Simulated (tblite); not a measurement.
C₇H₁₃NOSi.
Atom-mapped SMILES: `[N:1]#[C:2][CH2:3][C@H:4]1[CH2:5][CH2:6][SiH2:7][CH2:8][CH2:9][O:10]1` (hydrogens: H11, H12 on C3; H13 on C4; H14, H15 on C5; H16, H17 on C6; H18, H19 on Si7; H20, H21 on C8; H22, H23 on C9)

Cartesian coordinates in Å at the GFN2-xTB level; atoms count from 1:
```
atom  x, y, z in Å
N1     3.6732   -0.7181    1.9445
C2     3.0829   -0.4706    0.9980
C3     2.3340   -0.1590   -0.1921
C4     0.9896    0.5237    0.1528
C5     0.2198    0.8761   -1.1222
C6    -1.0902    1.5772   -0.7781
Si7   -2.1892    0.5415    0.3953
C8    -1.7309   -1.2922    0.1318
C9    -0.3175   -1.4657    0.6833
O10    0.2169   -0.2069    1.0764
H11    2.9258    0.5189   -0.8126
H12    2.1683   -1.0829   -0.7540
H13    1.2089    1.4496    0.7008
H14    0.8482    1.5192   -1.7448
H15    0.0141   -0.0356   -1.6879
H16   -0.8688    2.5421   -0.3218
H17   -1.6254    1.7885   -1.7043
H18   -2.0873    0.9499    1.7928
H19   -3.5832    0.7055   -0.0510
H20   -2.4261   -1.9508    0.6461
H21   -1.7784   -1.5553   -0.9249
H22    0.3437   -1.9759   -0.0240
H23   -0.3332   -2.0520    1.6059
```

Method: GFN2-xTB as coded in tblite; computed harmonic values from a numerical Hessian at the method's own geometry, unscaled. Against measured fundamentals such values can be off by several per cent, at times by over 20. Modes of hydrogen on silicon can be 10 to 20 % off. One conformer, not necessarily the lowest.

Harmonic wavenumbers (cm⁻¹): 32.6, 57.4, 107.3, 151.0, 186.8, 238.3, 244.4, 292.8, 340.1, 382.7, 448.5, 462.6, 522.0, 551.9, 572.5, 578.8, 671.7, 678.1, 728.1, 773.4, 788.4, 812.3, 832.7, 892.8, 940.4, 964.8, 986.2, 1006.4, 1041.2, 1057.9, 1078.8, 1091.6, 1124.9, 1165.9, 1186.9, 1200.4, 1223.3, 1247.8, 1254.7, 1299.2, 1301.9, 1328.5, 1331.1, 1341.7, 1424.4, 1467.4, 1481.4, 1490.1, 1504.5, 2192.5, 2301.3, 2415.5, 2915.5, 2926.2, 2950.7, 2955.6, 2963.9, 2970.7, 2974.9, 2982.0, 2987.0, 2998.2, 3022.4.

A = 2263, B = 724.0, C = 627.5 MHz; mass 155.077 u (most abundant isotopes); point group C1, symmetry number 1.

What is the zero-point energy?

Half the sum of the wavenumbers: 40722 cm⁻¹ = 116.43 kcal/mol.

Entropy at 350 K, 1 bar (ideal gas, RRHO, classical rotation)?

Translation 41.85, rotation 30.60, vibration 38.88: S = 111.3 cal/(mol K).

And Cp and H(350 K) − H(0)?

Cp = 51.04 cal/(mol K), of which vibrations give 43.09 (their classical limit is 63 R = 125.2); H(350 K) − H(0) = 10.00 kcal/mol without the zero-point energy, 7.21 from vibrations.

Which modes carry the vibrational entropy at 350 K?

32.6 cm⁻¹: 5.98; 57.4 cm⁻¹: 4.86; 107.3 cm⁻¹: 3.63; 151.0 cm⁻¹: 2.97; 186.8 cm⁻¹: 2.56; 238.3 cm⁻¹: 2.11 cal/(mol K); the other 57 give 16.78 together.

Blend soft modes into free rotors: weight 1/[1 + (100 cm⁻¹/ν̃)⁴] for the oscillator and the rest for a rotor with moment μB/(μ + B), μ = h/(8π²ν), B = 10⁻⁴⁴ kg m². What vibrational entropy results?

35.53 cal/(mol K) in place of 38.88, which changes −T·S at 350 K by +1.17 kcal/mol.

What must be added to the electronic energy to get the Gibbs energy at 350 K and 1 bar?

ZPE + [H(350 K) − H(0)] − T·S = 116.43 + 10.00 − 38.97 = 87.46 kcal/mol.

Hindered rotation and anharmonicity are outside this model. Other conformers, if any are populated, would add a mixing term that is left out. The structure is chiral; the term R ln 2 for an equal mix with its mirror image is left out.
